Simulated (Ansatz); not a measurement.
`BSC(=C)Cl` + `C#CS` → `BSC#C` + `C=C(S)Cl` at 400 K and 1 bar (ligand exchange at a B–S bond).

Program: Ansatz. Geometries: PBE0-D4/def2-TZVP. ΔE: electronic, gas phase. CCSD(T)/CBS adds triple-zeta CCSD(T) − MP2 to the extrapolated MP2 energy (def2 sets, frozen cores). This one scheme is used for every species. Each species was taken in one conformer, which may not be the lowest.

```csv
species,CCSD(T)/CBS energy (Eh),H − E (kJ/mol),S (J/(mol·K))
`BSC(=C)Cl`,-960.84027,176.7,367.2
`C#CS`,-475.00020,91.3,281.7
`BSC#C`,-500.39539,133.0,307.6
`C=C(S)Cl`,-935.43076,135.3,326.9
```

H − E and S are ideal-gas, rigid-rotor, harmonic terms from PBE0-D4/def2-TZVP, for one conformer and one mirror image of each species. 1 Eh = 2625.50 kJ/mol, R = 8.31446 J/(mol·K).

Problem. By hand: ΔE, ΔH, ΔS and ΔG.

Solution. ΔE = (-500.39539) + (-935.43076) − (-960.84027) − (-475.00020) = 0.01432 Eh = 37.6 kJ/mol. Δ(H − E) = 133.0 + 135.3 − 176.7 − 91.3 = 0.3, so ΔH = 37.9 kJ/mol. ΔS = 307.6 + 326.9 − 367.2 − 281.7 = -14.4 J/(mol·K). ΔG = 37.9 − 400 × (-14.4)/1000 = 43.7 kJ/mol.

Problem. By hand: the equilibrium constant, and the temperature at which ΔG would vanish if ΔH and ΔS stayed fixed.

Solution. log₁₀ K = −ΔG/(RT ln 10) = -5.7. ΔH and −TΔS have one sign here, so there is no such temperature.

The number of gas molecules stays the same, so ΔS is small and ΔH decides. A doubt of 5 kJ/mol in ΔE shifts log₁₀ K by 0.7 here. Other conformers and mirror images would add mixing entropy, several J/(mol·K) or more a flexible species. Modes under 60 cm⁻¹, often nearly free rotors, make the harmonic entropy too high. These are equilibria of isolated gas molecules and say nothing of rates. Largest T1 diagnostic: 0.014 (customary marks: 0.02 for closed shells, 0.045 for open ones).
